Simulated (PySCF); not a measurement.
Si(F)2(OSiH3)2, SMILES [SiH3]O[Si](F)(O[SiH3])F (H₆F₂O₂Si₃), singlet (CAM-B3LYP/def2-SVP optimised geometry):

```
13

F      1.703    -1.479     1.052
Si     1.427    -0.313    -0.009
F      2.284     0.947     0.475
O     -0.132     0.072     0.000
Si    -1.789     0.072     0.000
O      1.927    -0.781    -1.466
Si     2.944    -1.320    -2.663
H     -2.261     1.479     0.000
H     -2.284    -0.629     1.212
H     -2.281    -0.625    -1.217
H      3.392    -2.701    -2.348
H      4.121    -0.420    -2.762
H      2.194    -1.314    -3.943
```

Computed with CAM-B3LYP/def2-TZVP (PySCF 2.14.0).

Problem. What are the frontier orbital energies and the dipole moment?

Solution. HOMO-2 -10.97 eV, HOMO-1 -10.79 eV, HOMO -10.73 eV, LUMO 0.56 eV, LUMO+1 1.25 eV; dipole moment 1.93 D.

Meta-Löwdin charges at CAM-B3LYP/def2-TZVP: F1 -0.50, Si2 1.76, F3 -0.50, O4 -0.84, Si5 0.79, O6 -0.84, Si7 0.79, H8 -0.11, H9 -0.11, H10 -0.11, H11 -0.11, H12 -0.11, H13 -0.11.
